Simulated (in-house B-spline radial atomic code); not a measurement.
B3LYP (VWN-RPA) excitations of neutral mercury

Method: B3LYP (VWN-RPA). Computed with a B-spline radial code for spherical atoms: linear response of the closed shell [Xe] 4f14 5d10 6s2 with the functional's adiabatic kernel; scalar-relativistic (spin-free one-electron X2C), finite nucleus, no spin-orbit coupling, no double excitations, S, P, D and F terms only; shells from n = 4 respond. Only terms of natural parity with L up to 3 were computed.

Spin-orbit coupling is strong here, so these LS terms don't match observed levels.

Command:
```bash
python run_td.py task.json out
```
Settings (radii: box in bohr, nucleus in fm):
```
Z                        80
electrons                80
configuration            [Xe] 4f14 5d10 6s2
hamiltonian              x2c
method                   b3lyp
box_radius               75
rms_radius               5.4648
intervals                76
```

Run time, properties included: 9.1 s on 1 thread of Arm Neoverse N1, on a shared host.

The lowest states, in the order of their Tamm-Dancoff energies; the method's threshold (minus the highest occupied level) is 7.520 eV. Labels give the largest channel, * marks a mixed state, and oscillator strengths are full-response dipole values. Measured ¹D terms are left out, since they can mix with doubly excited terms. Semilocal kernels can invert the small singlet-triplet splittings of Rydberg terms. Energies in eV:

| state | full response | Tamm-Dancoff | oscillator strength | measured (J-weighted term) |
| --- | --- | --- | --- | --- |
| 6s → 6p 3P | 5.087 | 5.151 | - | - |
| 6s → 6p 1P | ? | ? | ? | - |
| 6s → 7s 3S | ? | ? | - | ? |
| 6s → 7s 1S | 6.997 | 7.005 | - | 7.926 |

(1) Where does 6s → 7s 3S lie?

(2) Where does 6s → 6p 1P lie?

(3) How large is the singlet-triplet splitting of 6s → 6p (P terms) in Tamm-Dancoff?

(4) What polarisabilities and dispersion coefficient does the method give?

Answers

(1) At 6.924 eV in full response, 6.925 eV in Tamm-Dancoff; measured 7.731 eV.

(2) At 6.242 eV in full response, 6.373 eV in Tamm-Dancoff, oscillator strength 1.03.

(3) 1.22 eV, from the unrounded values.

(4) Dipole 35.93 bohr³, quadrupole 271.7 bohr⁵, C6 349.9 hartree·bohr⁶ for two such species. Recommended dipole value: 33.91 ± 0.34 bohr³ (Schwerdtfeger and Nagle, table of static dipole polarizabilities (2023 update)), which includes relativity and correlation.
